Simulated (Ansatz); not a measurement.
One change: `[OH][In]([SH])[Cl]` becomes `[CH3][In]([SH])[Cl]`.

Ansatz, PBE0-D4/def2-TZVP geometries, multiplicity 1. Each molecule was computed in one conformer, which needn't be the lowest.

Elements past krypton have def2 core potentials.

| property | `[OH][In]([SH])[Cl]` |
| --- | --- |
| HOMO energy (PBE0/def2-TZVPP) / eV | -8.10 |
| LUMO energy (B3LYP/def2-TZVPP) / eV | -2.44 |
| HOMO–LUMO gap (PBE0/def2-TZVPP) / eV | 5.97 |
| HOMO–LUMO gap (B3LYP/def2-TZVPP) / eV | 5.41 |
| size of the dipole moment (PBE/def2-TZVPP) / D | 0.28 |
| LUMO energy (ωB97M-V/def2-TZVPP) / eV | -0.22 |

Question: What does the change do to each property? (Best estimate.)

Answer: The calculation gave: 
```csv
property,`[CH3][In]([SH])[Cl]`,shift
HOMO energy (PBE0/def2-TZVPP) / eV,-7.66,0.44
LUMO energy (B3LYP/def2-TZVPP) / eV,-1.56,0.88
HOMO–LUMO gap (PBE0/def2-TZVPP) / eV,6.40,0.43
HOMO–LUMO gap (B3LYP/def2-TZVPP) / eV,5.84,0.43
size of the dipole moment (PBE/def2-TZVPP) / D,2.57,2.29
LUMO energy (ωB97M-V/def2-TZVPP) / eV,0.27,0.49
```

With PBE0 the HOMO rises by 0.44 eV and the LUMO rises by 0.88 eV, so the gap widens by about 0.44 eV. PBE moves the HOMO by 0.39 eV and ωB97M-V by 0.45 eV. Dipoles are sizes alone; their direction can turn.

B3LYP here is the variant with VWN-RPA as its local correlation; programs differ in this.
